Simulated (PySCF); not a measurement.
B(F)(GeH3)(OH) (BFGeH₄O), SMILES O[B](F)[GeH3]. Heavy atoms are numbered as in [B:1]([F:2])([GeH3:3])[OH:7]. Hydrogens are named by the atom that carries them.

Coordinates come from a PBE0-D3(BJ)/def2-SVP optimisation. The structure was generated by enumeration, and PubChem lists no compound with its InChIKey, so it may never have been made. The values are those of a single conformer.

Level of theory: PySCF with PBE/pcSseg-1.

GIAO shieldings, no solvent; atoms alike by connectivity are averaged. δ = σ(ref) − σ: ¹¹B against BF3 (σ = 83.9 ppm); ¹⁹F against CFCl3 (σ = 133.6 ppm); ⁷³Ge against GeH4 (σ = 1614.4 ppm); ¹H against TMS (σ = 31.49 ppm); ¹⁷O against H2O (σ = 334.3 ppm), references at their B3LYP-D3(BJ)/def2-TZVP geometries, non-relativistic.

```tsv
nucleus	atoms	count	δ (ppm)
¹¹B	B1	1	20.4
¹⁹F	F2	1	-59.2
⁷³Ge	Ge3 (GeH3)	1	-36.3
¹H	H on O7	1	5.33
¹H	H on Ge3	3	3.70
¹⁷O	O7 (OH)	1	173.6
```
